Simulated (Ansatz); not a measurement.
Reactions of `O[SiH](O)N[SiH](F)F`.

Program: Ansatz. Geometries: PBE0-D4/def2-TZVP. ΔE: electronic, gas phase. CCSD(T)/CBS is the MP2 limit (def2-TZVPP, def2-QZVPP) plus CCSD(T) − MP2 in def2-TZVPP, frozen cores. This one scheme is used for every species. For Ge outer-core shells are correlated without core-valence functions, which leaves a few kJ/mol of doubt a bond. Scalar relativity is left out up to krypton. One conformer a species, not always the lowest.

(1) Order these by ΔE at CCSD(T)/CBS, lowest first. (An estimate is asked.)
A. `O[SiH](O)N[SiH](F)F` + `S[SiH](Cl)Cl` → `F[SiH](F)S` + `O[SiH](O)N[SiH](Cl)Cl`
B. `O[SiH](O)N[SiH](F)F` + silanol → `F[SiH](F)O[SiH3]` + `N[SiH](O)O`
C. `O[SiH](O)N[SiH](F)F` + `C=C[SiH2][S][GeH3]` → `C=C[SiH2]S[SiH](F)F` + `O[SiH](O)[NH][GeH3]`

Largest T1 diagnostic: 0.012, for `C=C[SiH2]S[SiH](F)F`.

## Answers

(1) B (-13.5 kcal/mol), A (+1.6 kcal/mol), C (+13.5 kcal/mol).
